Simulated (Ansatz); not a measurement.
Question: Name a neutral molecule of Cl, Ge, I with size of the dipole moment (B3LYP/def2-TZVPP) between 0.85 and 1.15 D and HOMO–LUMO gap (B3LYP/def2-TZVPP) between 4.40 and 4.70 eV (Ansatz, PBE0-D4/def2-TZVP geometry).

Answer: `[Cl][Ge]([Cl])([I])[I]` (1.07 D, 4.58 eV). Other molecules can fit too; these were computed, each in one conformer that needn't be the lowest.

B3LYP here is the variant with VWN-RPA as its local correlation; programs differ in this.
